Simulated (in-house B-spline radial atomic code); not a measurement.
Results of a calculation; reference values are marked as such.
Weak and strong correlation along the adiabatic connection

Two-electron singlets in several external potentials (atomic units), by full CI in B-splines with partial waves to l = 8 (correlation energies up to 0.6 % small). The repulsion is scaled by λ at fixed density; W(λ) is the mean repulsion less the Hartree energy, W(0) = E_x, and the area under W from 0 to 1 is E_xc.

One system gave this curve:

```tsv
λ	W (hartree)
0	-1.3029
0.02	-1.3049
0.05	-1.308
0.12	-1.3149
0.25	-1.3274
0.4	-1.3411
0.6	-1.3582
0.8	-1.3742
1	-1.3891
1.4	-1.4161
2	-1.4506
3	-1.4958
4.5	-1.5447
7	-1.5973
10	-1.6367
```

Problem. Which system is it?
A. −Z/r, Z = 2, wall at 1 bohr
B. −Z exp(−kr)/r, Z = 8.46, k = 3.5
C. ω²r²/2 − Z/r, ω = 3.2, Z = -0.5
D. −Z/r, Z = 1.65

Solution. C. The exchange energy sets the size: ω²r²/2 − Z/r, ω = 3.2, Z = -0.5: E_x = -1.3, E_c = -0.0457; −Z exp(−kr)/r, Z = 8.46, k = 3.5: E_x = -4.42, E_c = -0.0466; −Z/r, Z = 2, wall at 1 bohr: E_x = -2.03, E_c = -0.0453; −Z/r, Z = 1.65: E_x = -0.804, E_c = -0.0413 hartree.
